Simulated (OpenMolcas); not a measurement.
Ir6+ in a point-charge field

Ir6+ among 5 point charges of -1.5 e arranged as a trigonal bipyramid (D3h), 2.32 Å from the ion, with the axial distance 2.622 Å.
```
   2.3200    0.0000    0.0000  -1.50
  -1.1600    2.0092    0.0000  -1.50
  -1.1600   -2.0092    0.0000  -1.50
   0.0000    0.0000    2.6216  -1.50
   0.0000    0.0000   -2.6216  -1.50
```

| Item | Value |
| --- | --- |
| Program | OpenMolcas 26.06 |
| Method | SS-CASPT2, IPEA 0.25 Eh, imaginary shift 0.1 Eh (closed shells correlated: 4f 5s 5p) |
| Basis | ANO-RCC-VDZP [7s6p4d2f] |
| Scalar Hamiltonian | DKH2, point nucleus |
| Active space | 3 electrons in 5 orbitals (5d) |
| State averaging | 2S+1 = 4 even, 10 roots; 2S+1 = 2 even, 40 roots |
| Spin-orbit coupling | state interaction with AMFI integrals over the reference wave functions |

The lowest spin-free states (labels of D3, the rotations of D3h), above the lowest:

```tsv
State	Degeneracy	E (cm-1)	Free-ion L (%)
4E	2	0	F (100)
4E	2	1050	F (100)
4A1	1	1140	F (100)
4A2	1	1140	F (100)
4A2	1	1880	F (99)
4A2	1	13580	P (99)
4E	2	14000	P (100)
2A1	1	15220	G (98)
2E	2	15360	G (95)
2E	2	15370	G (96)
2E	2	15550	G (96)
2A2	1	15960	G (100)
2A1	1	15960	G (100)
2A2	1	19500	H (69)
2E	2	19700	H (62)
2E	2	20200	P (68)
2A2	1	20300	P (68)
2E	2	20540	H (88)
2E	2	21120	H (100)
2A1	1	21300	H (100)
```

The lowest levels with spin-orbit coupling:

| E (cm-1) | Degeneracy | Label | 2S+1 | g |
| --- | --- | --- | --- | --- |
| 0 | 2 | E3/2 | 4 (81 %) | 0.00 0.00 1.55 |
| 110 | 2 | E1/2 | 4 (81 %) | 0.26 1.09 1.09 |
| 8070 | 2 | E1/2 | 4 | 0.00 0.00 5.28 |
| 8130 | 2 | E1/2 | 4 | 1.17 3.25 3.25 |
| 8490 | 2 | E3/2 | 4 | 0.00 0.00 2.85 |
| 14340 | 2 | E1/2 | 4 (83 %) | 0.01 0.01 8.42 |
| 14420 | 2 | E1/2 | 4 (82 %) | 1.17 4.80 4.80 |
| 14540 | 2 | E3/2 | 4 (83 %) | 0.00 0.00 3.54 |
| 14570 | 2 | E1/2 | 4 (84 %) | 0.01 0.01 5.76 |
| 17560 | 2 | E3/2 | 4 (56 %) | 0.00 0.00 3.94 |
| 17890 | 2 | E1/2 | 4 (57 %) | 1.32 1.72 1.72 |
| 18000 | 2 | E1/2 | 4 (54 %) | 0.04 0.04 8.35 |
| 18090 | 2 | E1/2 | 4 (54 %) | 0.04 0.04 6.13 |
| 18570 | 2 | E1/2 | 4 (52 %) | 1.34 4.93 4.93 |
| 18640 | 2 | E3/2 | 4 (54 %) | 0.00 0.00 3.66 |
| 18640 | 2 | E3/2 | 4 (54 %) | 0.00 0.00 10.52 |
| 20810 | 2 | E1/2 | 4 (72 %) | 2.13 2.13 2.14 |
| 28140 | 2 | E1/2 | 2 (82 %) | 1.11 3.56 3.56 |
| 28160 | 2 | E1/2 | 2 (79 %) | 0.01 0.01 6.58 |
| 28390 | 2 | E3/2 | 2 (80 %) | 0.00 0.00 3.17 |

Powder χT (cm3 K/mol): 0.076 at 2 K, 0.0805 at 10 K, 0.1 at 50 K, 0.113 at 100 K, 0.122 at 200 K, 0.127 at 300 K. The effective moment at 300 K is 2.828 √(χT) = 1.01 μB.

Roots that are degenerate in the reference are averaged as groups; the widest CASPT2 spread within a group is 130 cm-1 (the 2-fold group of multiplicity 4 near 0 cm-1 above the lowest state of its run). Shifts and gaps below about the spread of the groups concerned are not significant. Spin-orbit coupling mixes the spin-free states strongly: the lowest level takes only 26 % from its leading state, 4E. The ground term spreads over less than 5000 cm-1, several times less than with real ligands, so orbital moments are less quenched and χT lies further from the spin-only value than at real sites. Free-ion shares, where given, are those of the reference states; single-state CASPT2 does not remix them. This is an electrostatic model: the charges have no orbitals. No measured value stands beside these numbers.
